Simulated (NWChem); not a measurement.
H2Se2O; SMILES [SeH][Se]O

```xyz
5

Se     0.4008    -0.9273    -0.0050
O     -1.2255    -1.7099     0.0541
H     -1.5483    -1.7517    -0.8564
Se    -0.0615     1.3365    -0.0248
H     -0.1848     1.5193     1.4355
```
Atoms are numbered in this order, from 1.

Program: NWChem. Pople sets run with spherical d functions. All runs use the structure optimised with PBE0/def2-SVP.

**Question.** What does the run give for revPBE/6-31G*? Quantities: highest occupied level (eV); orbital gap (eV); dipole (D).

**Answer.** 
```json
{
  "highest occupied level (eV)": "-5.56",
  "orbital gap (eV)": "3.48",
  "dipole (D)": "0.75"
}
```
